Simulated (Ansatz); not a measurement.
A structure relaxed at PBE-D4/def2-SVP in Ansatz, charge 1, doublet:

Cartesian coordinates in Å:
```
Si -1.593 0.223 -2.113
Si 1.528 -1.972 -0.911
Si 0.065 0.817 1.323
Se -1.418 1.550 -0.231
Se -0.024 1.737 3.230
Se -0.296 -1.673 -2.289
Se 1.738 -0.680 0.992
```

Task: Give its formula and point group.

Result: the cluster Si₃Se₄⁺. Point group Cs (tolerance 0.1 Å).

Task: Summarise the bond lengths by kind (pairs closer than 1.2 times the sum of covalent radii, bridged metal pairs left out).

Result: 7 × Se–Si 2.12 to 2.31 Å.

Another isomer (doublet) lies 0.84 eV lower at PBE0-D4/def2-TZVP; other spin states weren't run for this one.
